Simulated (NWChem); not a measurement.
System: TiHF3; SMILES [TiH]([F])([F])[F]

Results from NWChem. Geometry: optimised at PBE0/def2-SVP. Ions are spin-unrestricted doublets at the neutral geometry; other ion states weren't tried.

### Question
Estimate the computed values for PBE/def2-SVP. Quantities: vertical ionisation energy, ΔSCF (eV); −ε(HOMO) (eV).

### Answer
```json
{
 "vertical ionisation energy, ΔSCF (eV)": "11.75",
 "−ε(HOMO) (eV)": "7.90"
}
```
